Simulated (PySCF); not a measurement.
Ligand exchange on a metal centre used in film growth or etching (Zn Br-H). Isolated molecules, 0 K electronic values unless said otherwise.

The charge on the central atom (Mulliken) from two functionals at the same geometries (BP86-D3(BJ)/def2-SVP), both in PySCF: PBE-D3(BJ)/def2-TZVP and TPSSh-D3(BJ)/def2-TZVP. 

| species | PBE-D3(BJ)/def2-TZVP (e) |
|---|---|
| 0 of 2 Br replaced by H | 0.46 |
| 1 of 2 Br replaced by H | 0.26 |
| 2 of 2 Br replaced by H ([Zn(H)2]) | 0.06 |

Problem. What does TPSSh-D3(BJ)/def2-TZVP give for each?

Solution. 
- 0 of 2 Br replaced by H: 0.54
- 1 of 2 Br replaced by H: 0.32
- 2 of 2 Br replaced by H ([Zn(H)2]): 0.11
Over these rows, drawn at random from the members with no instability flagged (it was tested for open shells, ions and some series alone), PBE minus TPSSh-D3(BJ): mean -0.06 e, from -0.08 e to -0.05 e.
